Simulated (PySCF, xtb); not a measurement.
C3H6F2Si, SMILES F[SiH2][C@@H]1C[C@@H]1F.

xtb with GFN2-xTB at its own geometry gives an orbital gap of 6.14 eV and a dipole moment of 1.63 D.

Coordinates come from a PBE0-D3(BJ)/def2-SVP optimisation. The structure was generated by enumeration; whether it is a known compound was not checked. The values are those of a single conformer.

### Question
What does PySCF with ωB97X/def2-TZVP give? (The exact figures need the calculation; the answer reports its results.)

### Answer
gap 13.36 eV (levels -10.93 and 2.43 eV), dipole 2.08 D.
